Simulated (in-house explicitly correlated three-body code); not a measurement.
Values are calculated unless marked as measured or tabulated.
**Two electrons around a charge Z: the exact Kohn-Sham energy parts**

The exact non-relativistic ground state comes from a variational code in 260 exponentially correlated functions, the Kohn-Sham parts from inverting its density (past Z = 6 the correlation energy is taken as exact minus Hartree-Fock, equal to within microhartrees), and self-consistent runs (Hartree-Fock is restricted) from a B-spline radial code. Z may be fractional; the second electron is bound down to Z = 0.911.

E_c tends to a constant and T_c to −E_c as Z grows.

```json
{"Z": "1.3", "E (Eh)": "-1.029897", "E_x (Eh)": "-0.58218", "E_c (mEh)": "-40.54", "T_c (mEh)": "31.86", "−T_c/E_c": "0.786", "binding (eV)": "5.031"}
{"Z": "1.54", "E (Eh)": "-1.561961", "E_x (Eh)": "-0.73495", "E_c (mEh)": "-41.07", "T_c (mEh)": "33.94", "−T_c/E_c": "0.826", "binding (eV)": "10.24"}
{"Z": "1.84", "E (Eh)": "?", "E_x (Eh)": "?", "E_c (mEh)": "?", "T_c (mEh)": "?", "−T_c/E_c": "?", "binding (eV)": "?"}
{"Z": "2.08", "E (Eh)": "-3.180252", "E_x (Eh)": "-1.07478", "E_c (mEh)": "-42.26", "T_c (mEh)": "37.00", "−T_c/E_c": "0.876", "binding (eV)": "27.68"}
{"Z": "2.52", "E (Eh)": "-4.929839", "E_x (Eh)": "-1.35056", "E_c (mEh)": "-42.96", "T_c (mEh)": "38.59", "−T_c/E_c": "0.898", "binding (eV)": "47.75"}
{"Z": "3", "E (Eh)": "-7.279913", "E_x (Eh)": "-1.65106", "E_c (mEh)": "-43.52", "T_c (mEh)": "39.83", "−T_c/E_c": "0.915", "binding (eV)": "75.65"}
{"Z": "3.48", "E (Eh)": "-10.090670", "E_x (Eh)": "-1.95138", "E_c (mEh)": "-43.93", "T_c (mEh)": "40.74", "−T_c/E_c": "0.927", "binding (eV)": "109.8"}
{"Z": "4", "E (Eh)": "-13.655566", "E_x (Eh)": "-2.27663", "E_c (mEh)": "-44.27", "T_c (mEh)": "41.48", "−T_c/E_c": "0.937", "binding (eV)": "153.9"}
{"Z": "4.7", "E (Eh)": "?", "E_x (Eh)": "?", "E_c (mEh)": "?", "T_c (mEh)": "?", "−T_c/E_c": "?", "binding (eV)": "?"}
{"Z": "5.7", "E (Eh)": "-29.083674", "E_x (Eh)": "-3.33957", "E_c (mEh)": "-44.97", "T_c (mEh)": "43.00", "−T_c/E_c": "0.956", "binding (eV)": "349.4"}
{"Z": "7", "E (Eh)": "-44.781445", "E_x (Eh)": "-4.15225", "E_c (mEh)": "-45.28", "T_c (mEh)": "43.67", "−T_c/E_c": "0.964", "binding (eV)": "551.9"}
{"Z": "8.1", "E (Eh)": "-60.704108", "E_x (Eh)": "-4.83986", "E_c (mEh)": "-45.47", "T_c (mEh)": "44.07", "−T_c/E_c": "0.969", "binding (eV)": "759.2"}
```

(1) What belongs in the row Z = 4.7?

(2) What belongs in the row Z = 1.84?

(3) Where is correlation strongest relative to exchange?

## Answers

(1) E (Eh): -19.308367; E_x (Eh): -2.71436; E_c (mEh): -44.62; T_c (mEh): 42.23; −T_c/E_c: 0.947; binding (eV): 224.9.

(2) E (Eh): -2.389049; E_x (Eh): -0.92405; E_c (mEh): -41.78; T_c (mEh): 35.84; −T_c/E_c: 0.858; binding (eV): 18.95.

(3) E_c/E_x falls from 0.070 at Z = 1.3 to 0.0094 at Z = 8.1, since exchange grows as Z while correlation stays near −0.045 hartree. The smaller −T_c/E_c at low Z marks the more static, in-out correlation of a loosely bound pair.
